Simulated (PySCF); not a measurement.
C₅H₁₀SSi.
Atom-mapped SMILES: `[CH2:1]=[CH:2][CH2:3][C:4](=[CH2:5])[S:6][SiH3:7]` (hydrogens: H8, H9 on C1; H10 on C2; H11, H12 on C3; H13, H14 on C5; H15, H16, H17 on Si7)

Structure used (GFN2-xTB), in Å, numbered top down from 1:
```xyz
17
C5H10SSi angstrom
C     -0.470    1.723   -1.463
C     -1.064    0.772   -0.767
C     -0.878   -0.696   -1.013
C     -0.164   -1.313    0.156
C     -0.759   -1.908    1.174
S      1.623   -1.197    0.106
Si     1.953    0.664    1.122
H      0.185    1.495   -2.289
H     -0.621    2.768   -1.248
H     -1.718    1.019    0.060
H     -0.292   -0.853   -1.920
H     -1.854   -1.175   -1.127
H     -1.832   -2.010    1.215
H     -0.199   -2.323    1.993
H      2.076    1.734    0.141
H      3.195    0.447    1.848
H      0.812    0.865    2.003
```

Method: TDDFT wB97X-D/def2-SVPD, vertical, gas phase, core orbitals frozen in the response (PySCF).

Ground-to-excited transition dipoles (e·a0, same axes as the geometry; the sign carries no meaning), for the states with f of 0.002 or more among the lowest 8:

| state | E (eV) | μx | μy | μz |
| --- | --- | --- | --- | --- |
| S1 | 5.314 | -0.016 | -0.039 | 0.121 |
| S3 | 6.184 | 0.146 | 0.059 | 0.022 |
| S4 | 6.425 | -0.691 | -0.976 | 0.721 |
| S5 | 6.733 | 0.135 | -0.187 | 0.339 |
| S6 | 6.855 | 0.062 | 0.190 | 0.014 |
| S7 | 6.880 | -0.323 | 0.170 | -0.226 |
| S8 | 6.962 | -0.104 | -0.206 | -0.238 |

Problem. What oscillator strength does each state have?

Solution. f = (2/3) ΔE |μ|² with ΔE in hartree (27.2114 eV).

```
state  |μ|² (au)  |μ| (D)      f
   S1      0.016     0.33  0.002
   S3      0.025     0.41  0.004
   S4      1.949     3.55  0.307
   S5      0.168     1.04  0.028
   S6      0.040     0.51  0.007
   S7      0.184     1.09  0.031
   S8      0.110     0.84  0.019
```

Problem. Which bond between heavy atoms lies closest to the direction of the S4 transition dipole?

Solution. C1–C2, at 3° from it; next C4–C5 at 21°.

Problem. What angle do the transition dipoles of S7 and S8 make?

Solution. |cos θ| = |μa·μb| / (|μa| |μb|) = 0.37, so θ ≈ 68° (taken between 0 and 90°, since the signs are arbitrary).

Problem. What peak molar absorption coefficient would the strongest computed level give as a lone Gaussian band 0.4 eV wide at half height?

Solution. ε(max) = 2.175×10⁸ f / FWHM, with the width in cm⁻¹. S4: 2.175×10⁸ × 0.3068 / 3226 ≈ 21000 L mol⁻¹ cm⁻¹.

The run took 73 s of wall time (with the writing of density and orbital grids) on an Arm Neoverse V1 with one thread, shared host with 64 logical CPUs at a one-minute load of 74, and the process peaked at 1.0 GiB of memory.

One conformer stands for the species.
